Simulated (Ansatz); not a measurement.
`O[SiH2]C#C[SiH2]F` → `C#C[SiH2]F` + `O[SiH]` at 500 K and 1 bar (silylene formation by 1,1-elimination).

Gas-phase electronic energies from Ansatz, PBE0-D4/def2-TZVP geometries. CCSD(T)/CBS is the MP2 limit (def2-TZVPP, def2-QZVPP) plus CCSD(T) − MP2 in def2-TZVPP, frozen cores. This one scheme is used for every species. One conformer a species, not always the lowest.

```
            species  CCSD(T)/CBS energy (Eh)  H − E (kJ/mol)  S (J/(mol·K))
`O[SiH2]C#C[SiH2]F`               -832.30797           218.9          478.6
       `C#C[SiH2]F`               -466.78369           137.2          346.0
           `O[SiH]`               -365.43832            75.8          267.5
```

H − E and S are ideal-gas, rigid-rotor, harmonic terms from PBE0-D4/def2-TZVP, for one conformer and one mirror image of each species. 1 Eh = 2625.50 kJ/mol, R = 8.31446 J/(mol·K).

Task: By hand: ΔE, ΔH, ΔS and ΔG.

Result: ΔE = (-466.78369) + (-365.43832) − (-832.30797) = 0.08596 Eh = 225.7 kJ/mol. Δ(H − E) = 137.2 + 75.8 − 218.9 = -5.9, so ΔH = 219.8 kJ/mol. ΔS = 346.0 + 267.5 − 478.6 = 134.9 J/(mol·K). ΔG = 219.8 − 500 × (134.9)/1000 = 152.4 kJ/mol.

Task: By hand: the equilibrium constant, and the temperature at which ΔG would vanish if ΔH and ΔS stayed fixed.

Result: log₁₀ K = −ΔG/(RT ln 10) = -15.9. ΔG = 0 at ΔH/ΔS = 1629 K.

The number of gas molecules changes by +1, which sets the sign of ΔS. A doubt of 5 kJ/mol in ΔE shifts log₁₀ K by 0.5 here. Other conformers and mirror images would add mixing entropy, several J/(mol·K) or more a flexible species. Modes under 60 cm⁻¹, often nearly free rotors, make the harmonic entropy too high. These are equilibria of isolated gas molecules and say nothing of rates. Largest T1 diagnostic: 0.016 (customary marks: 0.02 for closed shells, 0.045 for open ones).
